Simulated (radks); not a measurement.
The numbers below are computed, except where a source is named.
Valence configurations of Pd+ (all share [Kr]). Level of theory: Dirac Kohn-Sham, PBE, spin-unpolarised, spherical densities, finite nucleus; open shells fill j = l - 1/2 first; Fermi nuclear charge, rms radius 4.5318 fm (a radial shooting solver on a logarithmic mesh with Libxc functionals). Energies are relative to 4d9; eigenvalues in eV.

[
 {"valence": "4d9", "E (eV)": "0.000", "e(4d3/2)": "-14.885", "e(4d5/2)": "-14.406", "e(5p1/2)": "-", "e(5p3/2)": "-", "e(5s1/2)": "-"},
 {"valence": "4d8.5 5s0.5", "E (eV)": "1.913", "e(4d3/2)": "-16.530", "e(4d5/2)": "-16.033", "e(5p1/2)": "-", "e(5p3/2)": "-", "e(5s1/2)": "-11.738"},
 {"valence": "4d8 5s1", "E (eV)": "4.306", "e(4d3/2)": "-18.242", "e(4d5/2)": "-17.728", "e(5p1/2)": "-", "e(5p3/2)": "-", "e(5s1/2)": "-12.443"},
 {"valence": "4d8.5 5p0.5", "E (eV)": "4.332", "e(4d3/2)": "-17.200", "e(4d5/2)": "-16.701", "e(5p1/2)": "-7.307", "e(5p3/2)": "-", "e(5s1/2)": "-"},
 {"valence": "4d7.5 5s1.5", "E (eV)": "7.207", "e(4d3/2)": "-20.013", "e(4d5/2)": "-19.481", "e(5p1/2)": "-", "e(5p3/2)": "-", "e(5s1/2)": "-13.153"},
 {"valence": "4d8 5p1", "E (eV)": "9.407", "e(4d3/2)": "-19.534", "e(4d5/2)": "-19.015", "e(5p1/2)": "-8.103", "e(5p3/2)": "-", "e(5s1/2)": "-"},
 {"valence": "4d7 5s2", "E (eV)": "10.642", "e(4d3/2)": "-21.833", "e(4d5/2)": "-21.283", "e(5p1/2)": "-", "e(5p3/2)": "-", "e(5s1/2)": "-13.863"},
 {"valence": "4d7.5 5p1.5", "E (eV)": "15.250", "e(4d3/2)": "-21.880", "e(4d5/2)": "-21.341", "e(5p1/2)": "-8.874", "e(5p3/2)": "-", "e(5s1/2)": "-"},
 {"valence": "4d7 5p2", "E (eV)": "21.881", "e(4d3/2)": "-24.235", "e(4d5/2)": "-23.676", "e(5p1/2)": "-9.613", "e(5p3/2)": "-", "e(5s1/2)": "-"},
 {"valence": "4d6 5p3", "E (eV)": "38.036", "e(4d3/2)": "-29.129", "e(4d5/2)": "-28.530", "e(5p1/2)": "-11.095", "e(5p3/2)": "-10.639", "e(5s1/2)": "-"}
]

NIST lists [Kr] 4d9 as the ground configuration; this level of theory agrees among the configurations tried. The energies are those of spherical spin-averaged densities, not of single terms.
